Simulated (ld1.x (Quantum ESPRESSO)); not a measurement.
**Scattering properties, TM potential for Ga (Z = 31)**

ld1.x (Quantum ESPRESSO) 7.5 input, shortened:

```
&input
   title='Ga', zed=31., rel=1, dft='PBE', iswitch=3,
   config='[Ar] 3d10 4s2 4p0 4d-2'
 /
 &inputp
   pseudotype=2, tm=.true., lloc=1,
   nlcc=.false.
 /
3
4S  1  0   2.00   0.00  1.40  1.40  0.0
4D  3  2  -2.00   0.15  1.55  1.55  0.0
4P  2  1   0.00   0.00  1.55  1.55  0.0
 &test
   configts(1)='4s2 4p0'
 /
```

The phase is arctan(r·u′/u) with u = r·R(r), unwrapped; energies in Ry, scanned from -3 to 5 Ry. A pole is an energy at which the radial function vanishes at the test radius. The pseudo phase is shifted by a multiple of π to meet the all-electron one at the reference energy, and phase errors are pseudo minus all-electron; the curves can meet again beyond the range given. Levels narrower than the energy grid can be missing from the lists of poles.

Problem. For each channel, where are the poles, and over which energies does the pseudopotential scatter like the atom?

Solution.

| channel | radius (bohr) | reference energy (Ry) | poles, all-electron | poles, pseudo | unbroken range about the reference energy with phases within 0.05 rad | phase error 1 Ry above the reference energy (rad) |
| --- | --- | --- | --- | --- | --- | --- |
| s | 1.71 | -1.20 | none | none | the whole range | +0.002 |
| p | 1.71 | -0.67 | none | 4.10 | below 0.5 | -0.033 |
| d | 1.71 | 0.15 | -1.65 | -1.28 | -1.0 to 2.0 | +0.012 |

Note: ghost state, extra bound levels that the all-electron valence spectrum of the same l lacks: d at -21.1 eV. A true bound ghost makes a file unfit for plane-wave use.

Phases in the d channel:

```json
{"E (Ry)": "-3.00", "all-electron": "1.086", "pseudo": "1.204"}
{"E (Ry)": "-2.52", "all-electron": "0.770", "pseudo": "1.134"}
{"E (Ry)": "-2.04", "all-electron": "-1.057", "pseudo": "0.927"}
{"E (Ry)": "-1.56", "all-electron": "-1.615", "pseudo": "-1.016"}
{"E (Ry)": "-1.08", "all-electron": "-1.748", "pseudo": "-1.687"}
{"E (Ry)": "-0.60", "all-electron": "-1.822", "pseudo": "-1.810"}
{"E (Ry)": "-0.12", "all-electron": "-1.882", "pseudo": "-1.881"}
{"E (Ry)": "0.36", "all-electron": "-1.942", "pseudo": "-1.941"}
{"E (Ry)": "0.84", "all-electron": "-2.011", "pseudo": "-2.006"}
{"E (Ry)": "1.32", "all-electron": "-2.101", "pseudo": "-2.084"}
{"E (Ry)": "1.80", "all-electron": "-2.226", "pseudo": "-2.188"}
{"E (Ry)": "2.28", "all-electron": "-2.416", "pseudo": "-2.336"}
{"E (Ry)": "2.76", "all-electron": "-2.716", "pseudo": "-2.558"}
{"E (Ry)": "3.24", "all-electron": "-3.153", "pseudo": "-2.888"}
{"E (Ry)": "3.72", "all-electron": "-3.621", "pseudo": "-3.314"}
{"E (Ry)": "4.20", "all-electron": "-3.969", "pseudo": "-3.717"}
{"E (Ry)": "4.68", "all-electron": "-4.189", "pseudo": "-4.007"}
```
